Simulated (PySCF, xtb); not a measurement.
C₄H₆S, SMILES C=C1CCS1.

Harmonic wavenumbers (cm⁻¹) from GFN2-xTB (xtb) at its own minimum, in rising order: 90, 314, 382, 545, 653, 683, 760, 794, 845, 923, 937, 1042, 1055, 1133, 1164, 1191, 1247, 1384, 1443, 1463, 1719, 2971, 2989, 3007, 3013, 3104, 3143.

Question: What does B3LYP-D3(BJ)/def2-SVP (PySCF) give at its own minimum? (An estimate is asked for; the answer gives what the named calculation found.)

Answer: 67, 331, 420, 552, 657, 658, 742, 790, 846, 895, 955, 978, 1086, 1154, 1207, 1231, 1268, 1401, 1439, 1472, 1720, 3049, 3078, 3100, 3140, 3143, 3237. Paired by order, the mean absolute difference is 35 cm⁻¹ and the zero-point energies are 54.3 and 55.2 kcal/mol.
